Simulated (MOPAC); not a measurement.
MOPAC input (MNDO):

```
MNDO PRECISE GNORM=0.05 LET XYZ UHF MS=0.5 GEO-OK AUX(PRECISION=9) THREADS=1
C2H9P2Si

C    -0.68217300 1    1.57508100 1   -1.22873400 1
Si   -0.37213500 1    0.11875800 1   -0.16135300 1
C    -1.93144900 1   -0.89231900 1    0.08980400 1
P     1.21028300 1   -1.26092700 1   -1.05497200 1
P     0.37433400 1    0.85402600 1    1.85724200 1
H    -1.56576300 1    1.66797400 1   -1.85138200 1
H     0.04425000 1    2.37046300 1   -1.35270800 1
H    -2.31850300 1   -1.24940000 1   -0.86708900 1
H    -2.70645500 1   -0.29109100 1    0.56875100 1
H    -1.73598700 1   -1.76217600 1    0.71906100 1
H     0.69011100 1   -1.23593300 1   -2.37678900 1
H     2.14270000 1   -0.22037700 1   -1.29800700 1
H     1.01685400 1   -0.36644300 1    2.19570400 1
H     1.55516100 1    1.43132400 1    1.32093300 1
```

From the output:

```
                                                       MOPAC v23.2.5 Linux

          FINAL HEAT OF FORMATION =          2.87700 KCAL/MOL =      12.03737 KJ/MOL

          COSMO AREA              =        151.55 SQUARE ANGSTROMS
          COSMO VOLUME            =        150.57 CUBIC ANGSTROMS

          GRADIENT NORM           =          0.04314          =       0.01153 PER ATOM
          IONIZATION POTENTIAL    =          9.878262 EV
          ALPHA SOMO LUMO (EV)    =         -9.878 -0.149
          BETA  SOMO LUMO (EV)    =         -9.987 -0.690
          NO. OF ALPHA ELECTRONS  =         16
          NO. OF BETA  ELECTRONS  =         15
          MOLECULAR WEIGHT        =        123.1261         POINT GROUP:  C1

          MOLECULAR DIMENSIONS (Angstroms)

            Atom       Atom       Distance
            H    13    H     6     5.16824
            H     9    H    12     5.06816
            H    14    H    11     4.27940

          SCF CALCULATIONS        =         97

   ATOM   CHEMICAL          X               Y               Z
  NUMBER   SYMBOL      (ANGSTROMS)     (ANGSTROMS)     (ANGSTROMS)

     1       C         -0.64343414  *   1.56779769  *  -1.17050415  *
     2      Si         -0.38358022  *   0.15870059  *  -0.17178031  *
     3       C         -1.84490577  *  -0.86354042  *   0.03724388  *
     4       P          1.20689395  *  -0.97884452  *  -0.97557912  *
     5       P          0.37686746  *   0.73027953  *   1.71437615  *
     6       H         -1.45589882  *   1.66353538  *  -1.88302715  *
     7       H         -0.00904322  *   2.44717326  *  -1.13927411  *
     8       H         -2.26280253  *  -1.19934459  *  -0.93154952  *
     9       H         -2.65304098  *  -0.31914475  *   0.56277422  *
    10       H         -1.63729684  *  -1.77512187  *   0.62921553  *
    11       H          0.75037126  *  -2.11643932  *  -1.49554926  *
    12       H          1.68557325  *  -0.38461546  *  -2.06691686  *
    13       H          0.76466276  *  -0.40395522  *   2.30090245  *
    14       H          1.57251891  *   1.26945849  *   1.46923553  *

                             CARTESIAN COORDINATES

   1    C       -0.643434143     1.567797693    -1.170504154
   2   Si       -0.383580222     0.158700593    -0.171780312
   3    C       -1.844905765    -0.863540423     0.037243883
   4    P        1.206893953    -0.978844523    -0.975579122
   5    P        0.376867465     0.730279527     1.714376146
   6    H       -1.455898818     1.663535380    -1.883027148
   7    H       -0.009043222     2.447173259    -1.139274114
   8    H       -2.262802528    -1.199344593    -0.931549515
   9    H       -2.653040984    -0.319144746     0.562774217
  10    H       -1.637296844    -1.775121870     0.629215528
  11    H        0.750371264    -2.116439315    -1.495549263
  12    H        1.685573254    -0.384615460    -2.066916864
  13    H        0.764662762    -0.403955220     2.300902452
  14    H        1.572518909     1.269458492     1.469235526

           Empirical Formula: C2 H9 Si P2  =    14 atoms

      MOLECULAR POINT GROUP   :   C1

          ALPHA EIGENVALUES
 -33.73905 -29.44158 -22.04948 -20.69560 -16.04552 -15.17977 -14.88890 -14.66626
 -14.44164 -14.19815 -13.22227 -12.89574 -12.36449 -11.02178 -10.07126  -9.87826
  -0.14870  -0.01467   1.51752   1.74485   1.90561   2.03710   2.28235   2.53489
   3.52836   3.60136   3.70896   4.55811   5.41899

           BETA EIGENVALUES
 -33.27984 -28.25124 -21.92641 -20.66355 -15.94470 -14.95806 -14.83507 -14.64801
 -14.41048 -14.17299 -13.05206 -12.61039 -12.34610 -10.10336  -9.98687  -0.69002
  -0.03289   0.78569   1.58638   1.88723   1.92575   2.05792   2.31087   2.74419
   3.53254   3.60738   4.09219   5.30776   5.42366

              NET ATOMIC CHARGES AND DIPOLE CONTRIBUTIONS

  ATOM NO.   TYPE          CHARGE      No. of ELECS.   s-Pop       p-Pop
    1          C          -0.413291        4.4133     1.33458     3.07871
    2         Si           1.379864        2.6201     0.97951     1.64063
    3          C          -0.332806        4.3328     1.25900     3.07381
    4          P          -0.570585        5.5706     1.71274     3.85784
    5          P          -0.419106        5.4191     1.73556     3.68354
    6          H           0.044740        0.9553     0.95526
    7          H           0.053150        0.9468     0.94685
    8          H           0.009322        0.9907     0.99068
    9          H           0.027369        0.9726     0.97263
   10          H           0.023288        0.9767     0.97671
   11          H           0.056665        0.9433     0.94334
   12          H           0.057341        0.9427     0.94266
   13          H           0.043474        0.9565     0.95653
   14          H           0.040574        0.9594     0.95943
 DIPOLE           X         Y         Z       TOTAL
 POINT-CHG.    -2.196     0.702    -0.454     2.350
 HYBRID         0.393    -0.996    -2.667     2.874
 SUM           -1.802    -0.295    -3.121     3.616

          ATOMIC ORBITAL ELECTRON POPULATIONS

     Atom    s        px        py        pz
    1  C   1.33458   0.97866   1.07400   1.02605
    2 Si   0.97951   0.55770   0.55691   0.52601
    3  C   1.25900   1.08709   1.02579   0.96094
    4  P   1.71274   1.46392   1.12224   1.27168
    5  P   1.73556   1.19069   1.16902   1.32383
    6  H   0.95526
    7  H   0.94685
    8  H   0.99068
    9  H   0.97263
   10  H   0.97671
   11  H   0.94334
   12  H   0.94266
   13  H   0.95653
   14  H   0.95943

                    (SZ)    =    0.500000
                    (S**2)  =    0.762215

          ATOMIC ORBITAL SPIN POPULATIONS

    Atom   Total    s     px     py     pz
         Atomic
    1  C  1.1482  0.056  0.367  0.206  0.520
    2 Si -0.0835 -0.014 -0.010 -0.036 -0.023
    3  C  0.0039  0.000  0.002  0.002  0.000
    4  P  0.0377  0.001  0.026  0.009  0.002
    5  P  0.0082 -0.000  0.001  0.001  0.006
    6  H -0.0542 -0.054
    7  H -0.0544 -0.054
    8  H -0.0002 -0.000
    9  H -0.0006 -0.001
   10  H -0.0008 -0.001
   11  H -0.0014 -0.001
   12  H -0.0021 -0.002
   13  H -0.0005 -0.001
   14  H -0.0002 -0.000

 **********************
 *                    *
 * JOB ENDED NORMALLY *
 *                    *
 **********************

 == MOPAC DONE ==
```

The geometry given is a B3LYP-D3(BJ)/def2-TZVP minimum.
